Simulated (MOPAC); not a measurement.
MOPAC input (PM6):

```
PM6 1SCF UHF MS=0.5 GEO-OK AUX(PRECISION=9) THREADS=1
CH5BNO

C    -1.25352400 1    0.77563800 1    0.42263400 1
N    -0.66485200 1   -0.54900900 1    0.23761700 1
B     0.62636900 1   -0.81325600 1   -0.20522000 1
O     1.51789900 1    0.16959400 1   -0.52730800 1
H    -1.55130300 1    0.93659100 1    1.46187100 1
H    -0.51631000 1    1.53014400 1    0.15711200 1
H    -2.13098800 1    0.91310200 1   -0.21435300 1
H    -1.27184400 1   -1.31982500 1    0.45833400 1
H     2.37050900 1   -0.16124800 1   -0.81752800 1
```

Output:

```
 *******************************************************************************
 **                                                                           **
 **                              MOPAC v23.2.5                                **
 **                                                                           **
 *******************************************************************************
 ** MOPAC's Digital Object Identifier: https://doi.org/10.5281/zenodo.6511958 **
 **                                                                           **
 ** Please cite the open-source release paper for use of this MOPAC version:  **
 ** J. E. Moussa and J. J. P. Stewart (2026)                                  **
 ** MOPAC: An open-source semiempirical molecular orbital program             **
 ** J. Open Source Softw., 11(119), 8025, https://doi.org/10.21105/joss.08025 **
 *******************************************************************************

                              PM6 CALCULATION RESULTS

 *******************************************************************************
 *  PM6        - The PM6 Hamiltonian to be used
 *  GEO-OK     - OVERRIDE INTERATOMIC DISTANCE AND OTHER SAFETY CHECKS
 *  UHF        - UNRESTRICTED HARTREE-FOCK CALCULATION
 *  MS=        - IN MECI, MAGNETIC COMPONENT OF SPIN =  0.5
 *  1SCF       - DO 1 SCF AND THEN STOP
 *  AUX        - OUTPUT AUXILIARY INFORMATION
 *******************************************************************************
PM6 1SCF UHF MS=0.5 GEO-OK AUX(PRECISION=9) THREADS=1
 CH5BNO

   ATOM   CHEMICAL          X               Y               Z
  NUMBER   SYMBOL      (ANGSTROMS)     (ANGSTROMS)     (ANGSTROMS)

     1       C         -1.25352400  *   0.77563800  *   0.42263400  *
     2       N         -0.66485200  *  -0.54900900  *   0.23761700  *
     3       B          0.62636900  *  -0.81325600  *  -0.20522000  *
     4       O          1.51789900  *   0.16959400  *  -0.52730800  *
     5       H         -1.55130300  *   0.93659100  *   1.46187100  *
     6       H         -0.51631000  *   1.53014400  *   0.15711200  *
     7       H         -2.13098800  *   0.91310200  *  -0.21435300  *
     8       H         -1.27184400  *  -1.31982500  *   0.45833400  *
     9       H          2.37050900  *  -0.16124800  *  -0.81752800  *

          CARTESIAN COORDINATES

    NO.       ATOM           X           Y           Z

     1         C         -1.2535      0.7756      0.4226
     2         N         -0.6649     -0.5490      0.2376
     3         B          0.6264     -0.8133     -0.2052
     4         O          1.5179      0.1696     -0.5273
     5         H         -1.5513      0.9366      1.4619
     6         H         -0.5163      1.5301      0.1571
     7         H         -2.1310      0.9131     -0.2144
     8         H         -1.2718     -1.3198      0.4583
     9         H          2.3705     -0.1612     -0.8175

 General Reference for PM6:
 "Optimization of Parameters for Semiempirical Methods V: Modification of NDDO Approximations
 and Application to 70 Elements", J. J. P. Stewart, J. Mol. Mod., 13, 1173-1213 (2007)
 URL: https://link.springer.com/article/10.1007/s00894-007-0233-4

           Empirical Formula: C H5 N O B  =     9 atoms

      MOLECULAR POINT GROUP   :   Cs

          UHF CALCULATION, NO. OF ALPHA ELECTRONS =   12
                           NO. OF BETA  ELECTRONS =   11

 -------------------------------------------------------------------------------
 PM6 1SCF UHF MS=0.5 GEO-OK AUX(PRECISION=9) THREADS=1
 CH5BNO

     1SCF WAS SPECIFIED, SO BFGS WAS NOT USED
     SCF FIELD WAS ACHIEVED

                              PM6 CALCULATION
                                                       MOPAC v23.2.5 Linux

          FINAL HEAT OF FORMATION =        -58.21681 KCAL/MOL =    -243.57913 KJ/MOL

          COSMO AREA              =         99.18 SQUARE ANGSTROMS
          COSMO VOLUME            =         81.91 CUBIC ANGSTROMS

          IONIZATION POTENTIAL    =          7.931550 EV
          ALPHA SOMO LUMO (EV)    =         -7.932  1.844
          BETA  SOMO LUMO (EV)    =         -9.447  0.014
          NO. OF ALPHA ELECTRONS  =         12
          NO. OF BETA  ELECTRONS  =         11
          MOLECULAR WEIGHT        =         57.8666         POINT GROUP:  Cs

          MOLECULAR DIMENSIONS (Angstroms)

            Atom       Atom       Distance
            H     9    H     7     4.66707
            H     8    H     6     2.96166
            H     5    H     7     1.74142

          SCF CALCULATIONS        =          1

   ATOM   CHEMICAL          X               Y               Z
  NUMBER   SYMBOL      (ANGSTROMS)     (ANGSTROMS)     (ANGSTROMS)

     1       C         -1.25352400  *   0.77563800  *   0.42263400  *
     2       N         -0.66485200  *  -0.54900900  *   0.23761700  *
     3       B          0.62636900  *  -0.81325600  *  -0.20522000  *
     4       O          1.51789900  *   0.16959400  *  -0.52730800  *
     5       H         -1.55130300  *   0.93659100  *   1.46187100  *
     6       H         -0.51631000  *   1.53014400  *   0.15711200  *
     7       H         -2.13098800  *   0.91310200  *  -0.21435300  *
     8       H         -1.27184400  *  -1.31982500  *   0.45833400  *
     9       H          2.37050900  *  -0.16124800  *  -0.81752800  *

                             CARTESIAN COORDINATES

   1    C       -1.253524000     0.775638000     0.422634000
   2    N       -0.664852000    -0.549009000     0.237617000
   3    B        0.626369000    -0.813256000    -0.205220000
   4    O        1.517899000     0.169594000    -0.527308000
   5    H       -1.551303000     0.936591000     1.461871000
   6    H       -0.516310000     1.530144000     0.157112000
   7    H       -2.130988000     0.913102000    -0.214353000
   8    H       -1.271844000    -1.319825000     0.458334000
   9    H        2.370509000    -0.161248000    -0.817528000

           Empirical Formula: C H5 N O B  =     9 atoms

      MOLECULAR POINT GROUP   :   Cs

          ALPHA EIGENVALUES
 -30.83800 -30.21798 -24.03740 -20.03704 -16.37321 -15.92010 -14.96818 -14.64429
 -13.12488 -12.95988  -9.40705  -7.93155   1.84397   2.60346   3.01799   5.14778
   5.48069   5.49596   5.63658   6.30183   6.88008

           BETA EIGENVALUES
 -30.80458 -29.74787 -23.96905 -19.88007 -16.27463 -15.62290 -14.94168 -13.97221
 -12.91332 -12.86682  -9.44685   0.01422   2.52766   3.00087   3.62620   5.38258
   5.51610   5.60926   5.93602   6.38200   6.95700

              NET ATOMIC CHARGES AND DIPOLE CONTRIBUTIONS

  ATOM NO.   TYPE          CHARGE      No. of ELECS.   s-Pop       p-Pop
    1          C          -0.300432        4.3004     1.07897     3.22146
    2          N          -0.371562        5.3716     1.45607     3.91549
    3          B           0.143270        2.8567     1.18062     1.67611
    4          O          -0.506573        6.5066     1.71353     4.79304
    5          H           0.139311        0.8607     0.86069
    6          H           0.165493        0.8345     0.83451
    7          H           0.139311        0.8607     0.86069
    8          H           0.246184        0.7538     0.75382
    9          H           0.344999        0.6550     0.65500
 DIPOLE           X         Y         Z       TOTAL
 POINT-CHG.    -0.717    -0.486     0.255     0.903
 HYBRID        -0.061     0.362     0.016     0.367
 SUM           -0.778    -0.124     0.271     0.833

          ATOMIC ORBITAL ELECTRON POPULATIONS

     Atom    s        px        py        pz
    1  C   1.07897   1.12115   0.95378   1.14653
    2  N   1.45607   1.20291   1.08365   1.62893
    3  B   1.18062   0.62123   0.58248   0.47240
    4  O   1.71353   1.39256   1.60150   1.79898
    5  H   0.86069
    6  H   0.83451
    7  H   0.86069
    8  H   0.75382
    9  H   0.65500

                    (SZ)    =    0.500000
                    (S**2)  =    0.754431

          ATOMIC ORBITAL SPIN POPULATIONS

    Atom   Total    s     px     py     pz
         Atomic
    1  C  0.0672  0.008  0.014  0.041  0.004
    2  N -0.0003  0.024  0.014 -0.008 -0.030
    3  B  0.8374  0.417  0.036  0.345  0.039
    4  O  0.1116 -0.002  0.002  0.114 -0.003
    5  H -0.0021 -0.002
    6  H -0.0018 -0.002
    7  H -0.0021 -0.002
    8  H -0.0021 -0.002
    9  H -0.0079 -0.008

 **********************
 *                    *
 * JOB ENDED NORMALLY *
 *                    *
 **********************

 == MOPAC DONE ==
```

The geometry given is a B3LYP-D3(BJ)/def2-TZVP minimum.
